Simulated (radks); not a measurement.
The numbers below are computed, except where a source is named.
All-electron atom: the ruthenium ion Ru+ in [Kr] 4d7.

Code: a radial shooting solver on a logarithmic mesh with Libxc functionals. Model: Dirac Kohn-Sham, PBE, spin-unpolarised, spherical densities, point nucleus; open shells are shared between the two j in proportion to 2j + 1; speed of light set to 171.295 atomic units (1.25 times the physical value, a model run).

Energy parts (eV):
total: -122407.921
kinetic: 125473.358
electron-nucleus: -294035.561
Hartree: 49757.394
exchange-correlation: -3603.112

Orbitals (lengths in bohr, moments of r in powers of bohr; <r^-3> diverges for s and p1/2; r(90%) holds 90 % of the orbital's charge):
| orbital | occ. | eigenvalue (eV) | <r> | r(90%) | <r^2> | <r^-3> | small-component weight |
|---|---|---|---|---|---|---|---|
| 1s1/2 | 2 | -21712.08 | 0.03387 | 0.0605 | 0.001544 | - | 1.64e-02 |
| 2s1/2 | 2 | -3106.293 | 0.1473 | 0.228 | 0.02560 | - | 3.37e-03 |
| 2p1/2 | 2 | -2872.134 | 0.1256 | 0.205 | 0.01932 | - | 3.38e-03 |
| 2p3/2 | 4 | -2790.248 | 0.1287 | 0.209 | 0.02018 | 2757 | 3.30e-03 |
| 3s1/2 | 2 | -552.1862 | 0.4070 | 0.600 | 0.1896 | - | 9.20e-04 |
| 3p1/2 | 2 | -460.9664 | 0.4003 | 0.604 | 0.1864 | - | 8.85e-04 |
| 3p3/2 | 4 | -447.1094 | 0.4070 | 0.614 | 0.1925 | 471.8 | 8.64e-04 |
| 3d3/2 | 4 | -283.3451 | 0.3826 | 0.609 | 0.1753 | 70.83 | 7.92e-04 |
| 3d5/2 | 6 | -280.5704 | 0.3849 | 0.612 | 0.1773 | 68.50 | 7.86e-04 |
| 4s1/2 | 2 | -81.8658 | 1.030 | 1.50 | 1.204 | - | 2.18e-04 |
| 4p1/2 | 2 | -54.7960 | 1.121 | 1.66 | 1.440 | - | 1.85e-04 |
| 4p3/2 | 4 | -52.6960 | 1.140 | 1.69 | 1.492 | 71.56 | 1.80e-04 |
| 4d3/2 | 2.8 | -12.7349 | 1.628 | 2.63 | 3.247 | 5.635 | 9.58e-05 |
| 4d5/2 | 4.2 | -12.5208 | 1.642 | 2.66 | 3.306 | 5.401 | 9.44e-05 |
| 5s1/2 | 0 | -10.2801 | 3.099 | 4.58 | 10.91 | - | 2.57e-05 |
| 5p1/2 | 0 | -6.1538 | 3.929 | 5.86 | 17.63 | - | 1.55e-05 |
| 5p3/2 | 0 | -6.0240 | 3.993 | 5.95 | 18.20 | 4.437 | 1.50e-05 |

The highest occupied level is 4d5/2 at -12.521 eV. The density falls to 0.001 e/bohr^3 at r = 3.82 bohr.
